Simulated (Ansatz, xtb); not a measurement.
# Relative energy of two isomers of C5H3NS2

Structure I: `N#Cc1cscc1S`, a singlet. Structure II: `N#Cc1csc(S)c1`, a singlet. Both are isolated molecules in the gas phase, relaxed with B3LYP-D3(BJ)/def2-SVP; the shapes shown needn't be the lowest conformers.

I (Å):

```xyz
11

C    -1.8420   -0.0871    1.1239
C    -1.3993    0.5234   -0.0873
C    -1.6231    1.8494   -0.4037
C    -0.3668    0.6512   -2.1756
C    -0.6666   -0.1757   -1.1207
N    -2.1983   -0.5923    2.1069
S    -0.9612    2.2624   -1.9305
S    -0.2616   -1.8876   -0.9391
H    -2.1476    2.5853    0.2025
H     0.1725    0.4023   -3.0873
H     0.3782   -2.0003   -2.1242
```

II (Å):

```json
{"atom": "C", "x (Å)": "-2.8515", "y (Å)": "-0.6638", "z (Å)": "0.3576"}
{"atom": "C", "x (Å)": "-1.8897", "y (Å)": "0.1044", "z (Å)": "-0.3675"}
{"atom": "C", "x (Å)": "-2.2296", "y (Å)": "1.1121", "z (Å)": "-1.2528"}
{"atom": "C", "x (Å)": "0.2353", "y (Å)": "0.7689", "z (Å)": "-1.0778"}
{"atom": "C", "x (Å)": "-0.4707", "y (Å)": "-0.0890", "z (Å)": "-0.2708"}
{"atom": "N", "x (Å)": "-3.6284", "y (Å)": "-1.2923", "z (Å)": "0.9489"}
{"atom": "S", "x (Å)": "-0.8401", "y (Å)": "1.8403", "z (Å)": "-1.9492"}
{"atom": "S", "x (Å)": "1.9923", "y (Å)": "0.9296", "z (Å)": "-1.1753"}
{"atom": "H", "x (Å)": "-3.2331", "y (Å)": "1.4408", "z (Å)": "-1.5176"}
{"atom": "H", "x (Å)": "2.1436", "y (Å)": "0.4005", "z (Å)": "-2.4150"}
{"atom": "H", "x (Å)": "0.0008", "y (Å)": "-0.8372", "z (Å)": "0.3654"}
```

**Question.** Estimate E(II) − E(I) at the level CCSD(T)/def2-SVP + ΔMP2/def2-TZVPP.

**Answer.** CCSD(T)/def2-SVP + ΔMP2/def2-TZVPP gives E(II) − E(I) = −0.67 kJ/mol, slightly favouring structure II, which is too small a margin to settle the true order.

Level by level:

```json
{"level": "B3LYP-D3(BJ)/def2-SVP", "geometry": "B3LYP-D3(BJ)/def2-SVP", "E(II) − E(I) (kJ/mol)": "−1.06", "departure from the last row (kJ/mol)": "−0.40", "job, with rough time for the two": "optimisation, 3.2 min"}
{"level": "HF/def2-SVP", "geometry": "B3LYP-D3(BJ)/def2-SVP", "E(II) − E(I) (kJ/mol)": "−7.09", "departure from the last row (kJ/mol)": "−6.42", "job, with rough time for the two": "part of the CCSD(T) run"}
{"level": "MP2/def2-SVP", "geometry": "B3LYP-D3(BJ)/def2-SVP", "E(II) − E(I) (kJ/mol)": "−2.18", "departure from the last row (kJ/mol)": "−1.52", "job, with rough time for the two": "part of the CCSD(T) run"}
{"level": "CCSD(T)/def2-SVP", "geometry": "B3LYP-D3(BJ)/def2-SVP", "E(II) − E(I) (kJ/mol)": "−2.74", "departure from the last row (kJ/mol)": "−2.08", "job, with rough time for the two": "single point"}
{"level": "CCSD(T)/def2-SVP + ΔMP2/def2-TZVPP", "geometry": "B3LYP-D3(BJ)/def2-SVP", "E(II) − E(I) (kJ/mol)": "−0.67", "departure from the last row (kJ/mol)": "", "job, with rough time for the two": "single point, 2.4 min"}
```

As drawn, both hold the same kinds of bond in the same numbers.

The largest departure from CCSD(T)/def2-SVP + ΔMP2/def2-TZVPP is that of HF/def2-SVP, 6.42 kJ/mol. Levels run at GFN2-xTB geometries aren't shown. The last row adds to CCSD(T) the change of the MP2 difference between the two basis sets, here +2.08 kJ/mol.

With thermal terms from frequencies at re-optimised GFN2-xTB minima (ideal gas, soft modes damped towards free rotors, one conformer each, 298.15 K, 1 atm): on the last row, ΔE + ΔZPE = −0.98, ΔH = −0.64, ΔG = −1.60 kJ/mol.

The correlated steps freeze 16 core orbitals. Programs: Ansatz 0.2.0, xtb 6.7.1; the last row on 2 threads of Arm Neoverse V1 on a shared host.
